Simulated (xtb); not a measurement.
BFHO, SMILES [OH+]=BF, charge +1. All values are semi-empirical tight-binding results from xtb (GFN2-xTB unless named), good for trends rather than for accurate numbers. Geometry: GFN2-xTB. The isomer is the one that the SMILES or the coordinates give; other isomers of the formula were not compared.

Optimised geometry:

Bonds (Å): O1–B2 1.206, O1–H4 0.970, B2–F3 1.237. Bond angles (°): B2–O1–H4 180.0, O1–B2–F3 180.0.
Charge +1, spin multiplicity 1.

Task: Estimate the properties. (An estimate is asked for; the answer gives what the named calculation found.)

Result: 
point group as xtb finds it: C∞v
orbital gap: 9.26 eV
zero-point energy: 12.1 kcal/mol
G − E(el) at 298.15 K (modified RRHO): -1.7 kcal/mol
static polarisability (D4 model): 21.6 bohr³
solvation energy, GFN2-xTB/ALPB(water): -77.0 kcal/mol
solvation energy, GFN2-xTB/ALPB(acetone): -63.7 kcal/mol

Task: Give the IR lines (harmonic; lines under 4 % of the strongest left out, lines within 3 cm⁻¹ merged). (An estimate is asked for; the answer gives what the named calculation found.)

Result: ν (cm⁻¹): 382 (m), 524 (s), 1091 (w), 2227 (s), 3362 (vs) (against the strongest line: vs over 80 %, s over 45 %, m over 15 %, w over 4 %, vw less)

Task: Give the atomic charges and the Wiberg bond orders between heavy atoms. (Estimate from the structure and the level; the computed values follow.)

Result: charges (e) O1 -0.13, B2 0.61, F3 0.02, H4 0.49. Bond orders O1–B2 1.88, B2–F3 1.44.
